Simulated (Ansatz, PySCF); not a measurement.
This Ansatz (an electronic-structure program) input computes a CCSD(T)/cc-pVDZ energy:

Ansatz 0.2 input:
```yaml
crystal:
  periodic: [false, false, false]
  atoms:
    - {symbol: B, position_ang: [-0.00000000, -0.00000000, -0.76882028]}
    - {symbol: N, position_ang: [0.00000000, 0.00000000, 0.54915734]}
basis:
  gaussian:
    orbitals: cc-pVDZ
magnetization: {spin_polarized: true, initial_magnetization: 2}
correlation: {method: ccsd_t, electrons: outside_noble_gas}
```

Question: Write an input for the same energy in PySCF and say what it gives.

Answer: 
```python
from pyscf import gto, scf, mp, cc as ccmod

mol = gto.M(
    atom='''
    B    -0.00000000   -0.00000000   -0.76882028
    N     0.00000000    0.00000000    0.54915734
    ''',
    basis='cc-pvdz',
    charge=0,
    spin=2,
    symmetry='C2v',
    verbose=4,
)

mf = scf.UHF(mol)
mf.conv_tol = 1e-10
mf.max_cycle = 100
mf.kernel()
mp2 = mp.MP2(mf, frozen=2).run()
cc = ccmod.CCSD(mf, frozen=2)
cc.max_cycle = 100
cc.kernel()
et = cc.ccsd_t()
print(f'E(CCSD(T)) = {cc.e_tot + et:.9f}')
```
It gives -79.20451 Eh, and Ansatz -79.20451 Eh, a difference of 0.00 mEh.
